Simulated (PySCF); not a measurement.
# Polarisability and C₆ of Ir⁻ (iridium, charge -1)

[Xe] 4f14 5d8 6s2, high-spin 3F determinant. Calculation: PySCF 2.14, in aug-cc-pwCVTZ-PP with ECP60MDF (8s8p7d4f3g, 122 functions); a scalar-relativistic core potential. Coupled (time-dependent) response in atomic units; α is the mean over directions.

```json
{"method": "MN15", "mean α (bohr³)": "136.2", "C₆ (like pair)": "1962", "S(−4)": "10980"}
```

S(−4) is the Cauchy moment in α(ω) = α(0) + S(−4) ω² + …

Spin-orbit coupling is absent.

α(iu) at MN15:

```
u (hartree)  α(iu) (bohr³)
          0          136.2
     0.0500          114.9
      0.100          82.97
      0.200          46.08
      0.300          30.31
      0.500          17.44
      0.750          10.90
       1.00          7.599
       1.50          4.383
       2.00          2.878
       3.00          1.521
       5.00         0.6328
```

A single London oscillator, α(iu) = α/(1 + u²/ω²), gives C₆ = (3/4) ω α². Matching the computed C₆ needs ω = 4 × 1962 / (3 × 136.2²) = 0.141 hartree.

For an ion, C₆ is the dispersion term alone; charge-induced terms of lower order in 1/R come first.

Energies and moments cover only the electrons outside the core potential. Spin-orbit coupling, absent here, splits the open shell strongly.
